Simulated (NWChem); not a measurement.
PbClF, singlet; SMILES [F][Pb][Cl]

Results from NWChem. Low-valent species are run as closed-shell singlets; no triplet was tried in these runs. The geometry was optimised at PBE0/def2-SVP. def2 effective core potentials on Pb; no spin-orbit coupling. Ions are spin-unrestricted doublets at the neutral geometry; other ion states weren't tried. Functional: LC-ωPBE (HJS hole) with def2-SVP; rows give the range parameter ω in 1/bohr.

For range parameter (1/bohr) 0.50:

* **vertical ionisation energy, ΔSCF (eV)**: 10.85
* **−ε(HOMO) (eV)**: 11.08

Problem. How do the values read with range parameter (1/bohr) 0.25 instead?

Solution. The vertical ionisation energy, ΔSCF (eV) is 10.52 and the −ε(HOMO) (eV) is 9.81.
